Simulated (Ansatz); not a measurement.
Species: C$_{3}$H$_{3}$N$_{2}$, net charge -1, singlet state. It need not be the lowest isomer of its formula. Whether it binds its extra electron was not tested at this geometry. 
Structure (B3LYP-D3(BJ)/def2-TZVP (Ansatz, a first-principles code) minimum search):
```xyz
8

C      0.4701     1.1915    -0.1304
C     -0.8770     0.7998     0.0610
C     -0.9285    -0.6073     0.1523
N      0.2810    -1.1520     0.0345
N      1.0714    -0.0361    -0.1313
H     -1.7252     1.4694     0.1262
H     -1.7850    -1.2563     0.2981
H      2.0554    -0.2006    -0.2439
```
Charge -1, spin multiplicity 1.

Problem. Give the harmonic wavenumbers at B3LYP-D3(BJ)/def2-TZVP (Ansatz, finite differences of forces, unscaled).

Solution. 512, 654, 702, 750, 828, 909, 925, 1032, 1058, 1105, 1175, 1247, 1347, 1393, 1494, 3145, 3172, 3632 cm⁻¹. Zero-point energy 35.9 kcal/mol.

Problem. From these and the geometry, give the ideal-gas thermochemistry at 298.15 K and 1 atm (rigid rotor, harmonic oscillator).

Solution. Point group Cs, rotational symmetry number 1. Rotational constants 9.998, 9.746, 4.935 GHz. S(trans) 38.53, S(rot) 24.02, S(vib) 2.35, S(elec, spin only) 0.00, S 64.9 cal/(mol K). H(298) - H(0) 2.91 kcal/mol; G - E(el) 19.4 kcal/mol.
